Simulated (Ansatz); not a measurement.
The cluster Na2Pb3⁺, relaxed as a doublet with UKS PBE0-D4/def2-SVP in Ansatz, starting from the GFN1-xTB geometry. Force threshold 0.02 eV/Å.

In the def2 sets Pb takes a core potential; there is no spin–orbit coupling. The relaxation made no stability test and no search for a lower SCF solution. The structure comes from a short search, and lower isomers may exist.

Start:

| atom | x (Å) | y (Å) | z (Å) |
| --- | --- | --- | --- |
| Na1 | 0.703 | 2.739 | -0.024 |
| Na2 | -2.092 | -0.431 | 0.473 |
| Pb3 | 0.947 | 0.013 | 1.358 |
| Pb4 | 0.226 | -2.487 | -0.173 |
| Pb5 | 0.217 | 0.166 | -1.634 |

Problem. Estimate the energy that the relaxation releases and the steps that it takes.

Solution. 5.2 kcal/mol, in 16 steps; 56 s on 4 threads of Arm Neoverse V2 on a shared host. The force fell under the threshold at step 5, but the optimiser went on and released 0.007 eV more. No frequencies were taken in this run, so the end may be a saddle point.

Problem. Does the start keep its bonding?

Solution. By distances, no bond broke or formed. The bond that changes most is Na2–Pb5, from 3.18 to 3.63 Å (atoms count from 1). The end is the same structure that another start reached, the lowest one found.

Problem. Predict the relaxed structure.

Solution. 
```xyz
5

Na    1.014    2.969    0.024
Na   -2.443   -0.601    0.622
Pb    0.808    0.027    1.246
Pb    0.415   -2.539   -0.139
Pb    0.205    0.144   -1.753
```
Bond lengths (bridged metal pairs left out): 5 × Na–Pb 3.19 to 3.63 Å; 3 × Pb–Pb 2.94 to 3.14 Å.
